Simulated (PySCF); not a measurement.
## Energy of Ta²⁺ (tantalum, charge +2) between two integer charges

The 5d alpha orbital of [Xe] 4f14 5d3 is emptied in steps (occupation f), with all orbitals relaxed, ending at [Xe] 4f14 5d2. All numbers are calculated (PySCF 2.14, a scalar-relativistic core potential, in def2-TZVPPD with the def2 core potential (60 electrons) (6s5p3d2f1g, 59 functions)). The exact energy is a straight line in f; departures are measured from the line between the end points of the same method.

```csv
f,UHF (eV),LDA (eV),PBE (eV)
1,0.000,0.000,0.000
0.9,0.059,-0.470,-0.461
0.7,0.135,-1.104,-1.080
0.5,0.157,-1.320,-1.291
0.3,0.130,-1.113,-1.088
0.1,0.054,-0.478,-0.468
0,0.000,0.000,0.000
```

Question: For LDA, how does the orbital energy at f = 1 compare with the removal energy?

Answer: −ε = 19.308 eV against a total-energy difference of 24.518 eV. By Janak's theorem ε = ∂E/∂f, so the gap between them reflects the curvature. Along the path −ε is 20.324 (f = 0.9), 22.387 (f = 0.7), 24.489 (f = 0.5), 26.619 (f = 0.3), 28.766 (f = 0.1) eV.

```json
{"method": "UHF", "E(f=0) − E(f=1) (eV)": "23.350", "−ε at f=1 (eV)": "24.015", "−ε at f=0.5 (eV)": "23.333"}
{"method": "LDA", "E(f=0) − E(f=1) (eV)": "24.518", "−ε at f=1 (eV)": "19.308", "−ε at f=0.5 (eV)": "24.489"}
{"method": "PBE", "E(f=0) − E(f=1) (eV)": "24.435", "−ε at f=1 (eV)": "19.330", "−ε at f=0.5 (eV)": "24.410"}
```

Reference removal energy between the ground levels: 23.1 ± 1.6 eV (theoretical estimate listed by NIST; NIST Atomic Spectra Database, ionization energies). The calculation has no spin-orbit coupling. The determinant left behind need not be the lowest term of the ion. UHF lacks correlation.
